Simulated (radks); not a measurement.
Problem. The mean radii <r> (bohr) of the occupied orbitals of an atom or ion are listed with their occupations. All-electron calculation, Dirac Kohn-Sham, relativistic LDA (MacDonald-Vosko exchange, VWN5 correlation), spin-unpolarised, spherical densities, finite nucleus; Fermi nuclear charge, rms radius of each element as measured or else 0.836 A^(1/3) + 0.57 fm. Program: a radial shooting solver on a logarithmic mesh with Libxc functionals.

orbital  occ.      <r>
1s1/2       2  0.02200
2s1/2       2  0.09307
2p1/2       2  0.07768
2p3/2       4  0.08448
3s1/2       2   0.2439
3p1/2       2   0.2332
3p3/2       4   0.2459
3d3/2       4   0.2176
3d5/2       6   0.2216
4s1/2       2   0.5236
4p1/2       2   0.5273
4p3/2       4   0.5494
4d3/2       4   0.5537
4d5/2       2   0.5603

Name the element and its charge. Open shells, if any, fill j = l - 1/2 first.

Solution. Z = 64, gadolinium, charge +22: Gd22+ in [Kr] 4d6. The 1s radius gives Z: for a bare nucleus <r> = (2 gamma + 1)/(2Z) with gamma = sqrt(1 - (Z/c)^2), 0.02163 bohr for Z = 64, and screening makes it slightly larger (0.02200 here). The occupations add up to 42, and the charge is Z minus that.
